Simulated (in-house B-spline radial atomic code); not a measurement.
## Nb V (Nb4+): [Kr] 4d1

All numbers are computed (Dirac-Kohn-Sham wB97X, spherical fractional occupations; Fermi nucleus of rms radius 4.324 fm) with a radial B-spline atomic code at the basis-set limit, not measured.

Effective charges: Z_r = [3n² - l(l+1)]/(2<r>) from the radius, Z_e = n√(-2ε) from the energy, and Slater's rules. Values are occupation-weighted means over j. An effective charge above Z reflects the relativistic contraction of the inner shells.

```tsv
shell	electrons	ε (eV)	<r> (bohr)	Z_r	Z_e	Slater
1s	2	-18899	0.03609	41.56	37.27	40.70
2s	2	-2699.5	0.1576	38.06	28.17	36.85
2p	6	-2415.9	0.1376	36.34	26.65	36.85
3s	2	-498.02	0.4422	30.53	18.15	29.75
3p	6	-404.7	0.4448	28.10	16.36	29.75
3d	10	-251.66	0.4322	24.29	12.90	19.85
4s	2	-109.83	1.139	21.08	11.36	13.25
4p	6	-83.903	1.25	18.40	9.93	13.25
4d	1	-39.715	1.619	12.97	6.83	5.00
```

The least bound orbital is 4d5/2 at -39.61 eV, and it is also the most diffuse (<r> = 1.623 bohr).

Spin-orbit splittings of the orbital energies (j = l + 1/2 above j = l - 1/2 when positive): 2p 95.87 eV, 3p 15.65 eV, 3d 2.913 eV, 4p 2.303 eV, 4d 0.2501 eV.

For the 1s electron the small component carries 2.23 % of the norm, the zero-frequency Breit interaction raises the level by 35.85 eV, self-energy by 19.51 eV, and vacuum polarisation lowers it by 2.216 eV.

Caution: exact exchange at fractional occupations of open shells leaves self-interaction of up to several eV.
